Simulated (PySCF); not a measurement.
Isomers of C9H8F2, mass 154.059 u with the commonest isotopes. Computed with PBE0/pcSseg-1 in PySCF (dipole) on a GFN2-xTB geometry, gas phase. One conformer each, none proved a minimum here; rigid rotors.

Question: Order these by rotational constant B, largest first.
A. `[F:1][CH2:2][C:3]1=[CH:4][C@@H:5]2[CH:6]=[CH:7][C@H:8]1[CH:9]=[C:10]2[F:11]` with F1–C2–C3–C4 0°
B. `[CH2:1]=[CH:2][c:3]1[cH:4][c:5]([CH2:6][F:7])[cH:8][cH:9][c:10]1[F:11]` with C1–C2–C3–C4 10°, C4–C5–C6–F7 -177°
C. `[F:1][CH2:2][c:3]1[cH:4][cH:5][cH:6][c:7]2[c:8]1[CH2:9][C@H:10]2[F:11]` with F1–C2–C3–C4 -7°

Answer: A (827.3 MHz), C (744.0 MHz), B (717.1 MHz).

Question: Order these by radius of gyration √(Σ m r²/M), smallest first.
A. `[CH2:1]=[CH:2][c:3]1[cH:4][c:5]([CH2:6][F:7])[cH:8][cH:9][c:10]1[F:11]` with C1–C2–C3–C4 10°, C4–C5–C6–F7 -177°
B. `[F:1][CH2:2][C:3]1=[CH:4][C@@H:5]2[CH:6]=[CH:7][C@H:8]1[CH:9]=[C:10]2[F:11]` with F1–C2–C3–C4 0°
C. `[F:1][CH2:2][c:3]1[cH:4][cH:5][cH:6][c:7]2[c:8]1[CH2:9][C@H:10]2[F:11]` with F1–C2–C3–C4 -7°

Answer: B (2.225 Å), C (2.422 Å), A (2.514 Å).

Question: Order these by rotational constant C, largest first.
A. `[CH2:1]=[CH:2][c:3]1[cH:4][c:5]([CH2:6][F:7])[cH:8][cH:9][c:10]1[F:11]` with C1–C2–C3–C4 10°, C4–C5–C6–F7 -177°
B. `[F:1][CH2:2][c:3]1[cH:4][cH:5][cH:6][c:7]2[c:8]1[CH2:9][C@H:10]2[F:11]` with F1–C2–C3–C4 -7°
C. `[F:1][CH2:2][C:3]1=[CH:4][C@@H:5]2[CH:6]=[CH:7][C@H:8]1[CH:9]=[C:10]2[F:11]` with F1–C2–C3–C4 0°

Answer: C (762.1 MHz), B (568.7 MHz), A (520.3 MHz).

```json
{"SMILES": "C=Cc1cc(CF)ccc1F", "point group": "–", "Ia (u·Å²)": "270.60", "Ib (u·Å²)": "704.73", "Ic (u·Å²)": "971.37", "κ": "-0.71", "μa (D)": "0.01", "μb (D)": "1.67", "μc (D)": "0.11"}
{"SMILES": "FCc1cccc2c1C[C@H]2F", "point group": "C1", "Ia (u·Å²)": "240.27", "Ib (u·Å²)": "679.25", "Ic (u·Å²)": "888.61", "κ": "-0.77", "μa (D)": "0.08", "μb (D)": "0.62", "μc (D)": "1.09"}
{"SMILES": "FCC1=C[C@@H]2C=C[C@H]1C=C2F", "point group": "C1", "Ia (u·Å²)": "250.68", "Ib (u·Å²)": "610.88", "Ic (u·Å²)": "663.18", "κ": "-0.90", "μa (D)": "0.19", "μb (D)": "1.89", "μc (D)": "0.82"}
```
